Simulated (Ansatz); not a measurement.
Computed with B3LYP-D3(BJ)/def2-TZVP (Ansatz, a quantum-chemistry and plane-wave program). No frequencies were computed at this level.

Ansatz 0.2 input:
```yaml
crystal:
  periodic: [false, false, false]
  atoms:
    - { symbol: C, position_ang: [2.354766, -0.552587, 0.675088] }
    - { symbol: C, position_ang: [1.184389, -0.314858, 0.602457] }
    - { symbol: C, position_ang: [-0.234967, -0.022494, 0.493457] }
    - { symbol: C, position_ang: [-0.906837, -1.04142, -0.430614] }
    - { symbol: C, position_ang: [-0.434235, 1.404657, -0.023323] }
    - { symbol: H, position_ang: [3.38047, -0.762389, 0.740974] }
    - { symbol: H, position_ang: [-0.676426, -0.104003, 1.49525] }
    - { symbol: H, position_ang: [-1.974714, -0.842833, -0.494929] }
    - { symbol: H, position_ang: [-0.761811, -2.051973, -0.054819] }
    - { symbol: H, position_ang: [-0.480645, -0.981916, -1.430034] }
    - { symbol: H, position_ang: [0.044557, 2.121644, 0.640123] }
    - { symbol: H, position_ang: [0.000873, 1.510295, -1.015061] }
    - { symbol: H, position_ang: [-1.495419, 1.637879, -0.081876] }
basis:
  gaussian: { orbitals: def2-tzvp }
hamiltonian:
  xc: b3lyp
  dispersion: d3bj
relax:
  max_steps: 150
```

Output:

```
Functional definition: B3LYP
1252 factors; their error is unknown
mean field evaluation 1: about -5303.3343 eV, gradient 7.3e1 eV
mean field evaluation 2: about -5296.4737 eV, gradient 8.7e1 eV
mean field evaluation 4: about -5315.8747 eV, gradient 9.4e0 eV
mean field evaluation 8: about -5316.0368 eV, gradient 6.0e-1 eV
mean field evaluation 16: about -5316.0374 eV, gradient 2.2e-5 eV
mean field -5316.03736271 eV, -195.3607697401 hartree, gradient 2.2e-5 eV, S^2 0.000000; 0 other end points of the search recorded, 0 dependent functions left out
reference -5316.03764820 eV, -195.3607802318 hartree; 19, 19 occupied and 184, 184 virtual orbitals, 1252 factors
relax step   1: F+E_penalty+E_count = -5316.46902443 eV  Δ(F+E_penalty+E_count) = +0.000e0 eV  max|allowed force component| = 5.229e-1 eV/Å  Δτ_max = 0.0000 Å  (29 SCF iters, accepted)
these checks for a lower state are left out or cut short: starts, cluster_reference, orbital_swaps, neighbouring_geometries, increment
1252 factors; their error is unknown
mean field -5316.05271547 eV, -195.3613339434 hartree, gradient 2.0e-5 eV, S^2 0.000000; 0 other end points of the search recorded, 0 dependent functions left out
reference -5316.05300172 eV, -195.3613444632 hartree; 19, 19 occupied and 184, 184 virtual orbitals, 1252 factors
relax step   2: F+E_penalty+E_count = -5316.48137861 eV  Δ(F+E_penalty+E_count) = -1.235e-2 eV  max|allowed force component| = 1.177e-1 eV/Å  Δτ_max = 0.0362 Å  (31 SCF iters, accepted)
these checks for a lower state are left out or cut short: starts, cluster_reference, orbital_swaps, neighbouring_geometries, increment
1252 factors; their error is unknown
mean field -5316.05380968 eV, -195.3613741550 hartree, gradient 2.0e-5 eV, S^2 0.000000; 0 other end points of the search recorded, 0 dependent functions left out
reference -5316.05409610 eV, -195.3613846807 hartree; 19, 19 occupied and 184, 184 virtual orbitals, 1252 factors
relax step   3: F+E_penalty+E_count = -5316.48204044 eV  Δ(F+E_penalty+E_count) = -6.618e-4 eV  max|allowed force component| = 3.307e-2 eV/Å  Δτ_max = 0.0080 Å  (33 SCF iters, accepted)
these checks for a lower state are left out or cut short: starts, cluster_reference, orbital_swaps, neighbouring_geometries, increment
1252 factors; their error is unknown
mean field evaluation 32: about -5316.0827 eV, gradient 6.0e-1 eV
mean field -5316.05386792 eV, -195.3613762953 hartree, gradient 2.0e-5 eV, S^2 0.000000; 0 other end points of the search recorded, 0 dependent functions left out
reference -5316.05415433 eV, -195.3613868206 hartree; 19, 19 occupied and 184, 184 virtual orbitals, 1252 factors
relax step   4: F+E_penalty+E_count = -5316.48206072 eV  Δ(F+E_penalty+E_count) = -2.028e-5 eV  max|allowed force component| = 6.518e-3 eV/Å  Δτ_max = 0.0009 Å  (32 SCF iters, accepted)
1252 factors; their error is unknown
mean field -5316.05386792 eV, -195.3613762953 hartree, gradient 2.0e-5 eV, S^2 0.000000; 1 other end points of the search recorded, 0 dependent functions left out
reference -5316.05415433 eV, -195.3613868206 hartree; 19, 19 occupied and 184, 184 virtual orbitals, 1252 factors
Total energy: -5316.48234713 eV, -195.3771226159 hartree
Atom 0 at     2.377032    -0.559570     0.690528 Å, force     0.006310    -0.001951    -0.006518 eV/Å
Atom 1 at     1.203933    -0.319243     0.606034 Å, force     0.003269    -0.000123     0.003958 eV/Å
Atom 2 at    -0.221114    -0.022449     0.477118 Å, force    -0.006437     0.001173    -0.000750 eV/Å
Atom 3 at    -0.915090    -1.046766    -0.433305 Å, force     0.001052     0.000462    -0.000865 eV/Å
Atom 4 at    -0.439793     1.413188    -0.023703 Å, force     0.000866    -0.000522    -0.001024 eV/Å
Atom 5 at     3.414477    -0.773281     0.767668 Å, force    -0.003826     0.000978     0.003624 eV/Å
Atom 6 at    -0.663939    -0.103235     1.476121 Å, force     0.000683    -0.000017    -0.000689 eV/Å
Atom 7 at    -1.985037    -0.837693    -0.485936 Å, force    -0.000135    -0.000115    -0.000078 eV/Å
Atom 8 at    -0.777536    -2.061168    -0.059183 Å, force     0.000314     0.001511     0.000275 eV/Å
Atom 9 at    -0.504540    -0.998440    -1.443198 Å, force    -0.000722     0.000747     0.001291 eV/Å
Atom 10 at     0.033562     2.136775     0.639812 Å, force    -0.000274    -0.001524    -0.000229 eV/Å
Atom 11 at    -0.014540     1.537575    -1.020928 Å, force    -0.001021    -0.000796     0.001033 eV/Å
Atom 12 at    -1.507414     1.634309    -0.074334 Å, force    -0.000078     0.000176    -0.000028 eV/Å
Dipole moment:    -0.157414     0.033449    -0.018889 e Å
```

Cost: very roughly 60 core-seconds.
